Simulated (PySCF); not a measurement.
Carbon sulfide selenide, CSSe.
Atom-mapped SMILES: `[S:1]=[C:2]=[Se:3]`

Cartesian coordinates in Å at the PBE0-D3(BJ)/def2-TZVP level; atoms count from 1:
```xyz
3
CSSe angstrom
S     -1.558   -0.141    0.032
C     -0.030    0.083    0.021
Se     1.644    0.330    0.010
```

Linear response at PBE0/aug-cc-pVTZ (PySCF, frozen core in the response, non-relativistic). Isolated species at its PBE0-D3(BJ)/def2-TZVP geometry, gas phase. Relativistic effects, spin–orbit coupling among them, are left out although an element past zinc is present.

Static isotropic polarisability: 63.31 au (9.38 Å³), principal values 41.7, 41.7, 106.5 au.

Problem. What is the polarisability at 1064 nm and at the sodium D line?

Solution. 64.43 au at 1064 nm (+1.8 %), 67.24 au at 589.3 nm (+6.2 %). The rise at 589.3 nm is 3.49 times that at 1064 nm; a pure ω² law gives 3.26. The lowest singlet lies at 344 nm, shorter than both wavelengths.

Problem. What is the isotropic C6 coefficient between two such molecules, C6 = (3/π)∫α(iω)² dω?

Solution. 1174 au (Eh·bohr⁶) by a ten-point quadrature over imaginary frequencies, which is 701 eV·Å⁶ or 67.7 J·nm⁶/mol.

Problem. Which effective excitation energy ω̄ makes London's formula C6 = (3/4)α²ω̄ exact here?

Solution. ω̄ = 4·C6/(3α²) = 0.391 Eh = 10.6 eV. A one-pole form α(ω) = α/(1 − ω²/ω̄²) fitted to the 1064 nm value gives 8.8 eV.

Problem. The lowest 10 singlets have (eV, f): 3.61, 0.000; 3.86, 0.000; 3.86, 0.000; 6.16, 0.993; 6.47, 0.004; 6.47, 0.004; 6.48, 0.000; 6.77, 0.001; 6.77, 0.001; 6.78, 0.000. What share of the static polarisability do they carry in the sum over states α = Σ f/ω²?

Solution. 19.56 au, 30.9 % of α; the largest term, 19.39 au, is that of the state at 6.16 eV. Their oscillator strengths add up to 1.00. Higher states carry the rest.

Problem. What three-body coefficient follows from the one-pole estimate C9 = (3/4)·α·C6?

Solution. 55700 au. This is an estimate from the two numbers above, not a computed integral.

Problem. What n − 1 at the D line would an ideal gas of it have at 273.15 K and 1 atm (2.6868 × 10¹⁹ cm⁻³), by n − 1 = 2π·N·α′?

Solution. 16.82 × 10⁻⁴, a formal value whether or not that pressure can be reached.

Problem. How anisotropic is the static polarisability, by Δα² = ½[(α1 − α2)² + (α2 − α3)² + (α3 − α1)²]?

Solution. Δα = 64.8 au, or 1.02 of the isotropic value.

Problem. How many electrons N does the Slater–Kirkwood formula C6 = (3/4)·√N·α^(3/2) need to give this C6?

Solution. N = (4·C6/3)²/α³ = 9.7; the species has 56 electrons in all.

Hardware: Arm Neoverse V1, one thread, on a shared host. Cost: 10 s of wall time, 0.61 GiB resident at most. This is the whole response run at PBE0/aug-cc-pVTZ, SCF included.
